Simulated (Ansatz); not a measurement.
Pulling on the N3–H4 bond in CdH3N (SMILES [NH2][CdH]) (multiplicity 1 held, fragments rigid). Energies count from the point at 1.013 Å.
Geometry at that point (charge 0, multiplicity 1):
```xyz
5

Cd    -0.1932    -0.0408    -0.2275
H     -1.2093    -0.2364    -1.5204
N      1.1617     0.2684     1.2504
H      1.4991    -0.5755     1.6986
H      0.8497     0.8903     1.9872
```

Restricted levels (R-, RO-) in cc, def2 and unpolarised 6-31G sets keep to the state of the molecule at rest. Unrestricted levels (U-) break spin symmetry where that is lower. Active spaces are followed from a long bond inwards. Levels need not reach the same state.

Cores are frozen in the correlated methods.

The values were computed with Ansatz (a first-principles code). Each number belongs to the level named beside it. In def2 rows elements past Kr take small-core potentials, without spin–orbit coupling.

Q: Estimate the energy at R = 3.243 Å that U-SCS-MP2/def2-SVP returns for this input.

A: 111.6 kcal/mol

Q: What energy at R = 3.243 Å does R-SCS-MP2/def2-SVP give?

A: 144.7 kcal/mol

Q: Give the energy at R = 3.243 Å at the level FIC-MRCISD+Q on CASSCF(2,2)/def2-SVP.

A: 109.0 kcal/mol

Doubts at one or more of the structures used: a restricted determinant that unrestricted orbitals would lower (R-SCS-MP2/def2-SVP); a spin-contaminated determinant (U-SCS-MP2/def2-SVP).
